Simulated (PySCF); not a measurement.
Excitations are Tamm–Dancoff values on a coarser integration grid. The basis has no diffuse functions, so Rydberg states are missing or too high.

## C4H4, SMILES `C#CC=C` (charge 0, multiplicity 1)

All values below come from PySCF with ωB97X-D3(BJ)/def2-TZVP // B3LYP-D3(BJ)/def2-TZVP.

```yaml
HOMO: -9.48 eV
dipole_moment: 0.46 D
LUMO: 1.14 eV
HOMO–LUMO gap: 10.63 eV
S1 excitation (TDA): 5.68 eV
S1 oscillator strength: 0.000
brightest of the four lowest singlets (TDA): 8.09 eV
T1 excitation (TDA): 3.65 eV
S1–T1 gap (TDA): 2.03 eV
vertical ionisation energy (Delta-SCF): 9.49 eV
total_energy: -154.8608 Ha
cost: roughly 100 core-seconds
```

```xyz
8

C      1.9298    -0.8779     0.0818
C      0.7831    -0.5512    -0.0769
C     -0.5763    -0.1981    -0.2843
C     -1.1436     0.9179     0.1762
H      2.9438    -1.1584     0.2267
H     -1.1678    -0.9036    -0.8599
H     -2.1863     1.1298    -0.0163
H     -0.5827     1.6414     0.7527
```
Charge 0, spin multiplicity 1.
